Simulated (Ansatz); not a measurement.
`C#C[SiH2][AlH][SiH3]`, charge 0, multiplicity 1.

**Question.** Give a relaxed structure at PBE0-D4/def2-TZVP (the Gaussian-basis code of Ansatz). (Estimate.)

**Answer.** Ansatz gave: 
```xyz
12

C     1.351    0.625    1.266
C     1.708    0.544    0.086
Si    1.457   -0.176   -1.590
Al    0.026   -0.955    0.261
Si   -2.162    0.130    0.321
H     1.299    0.929    2.290
H     2.704   -0.855   -2.016
H     1.089    0.916   -2.523
H     0.488   -2.319    0.923
H    -2.651    0.374    1.710
H    -2.098    1.458   -0.357
H    -3.211   -0.672   -0.372
```
This is one stationary point; other conformers may exist.
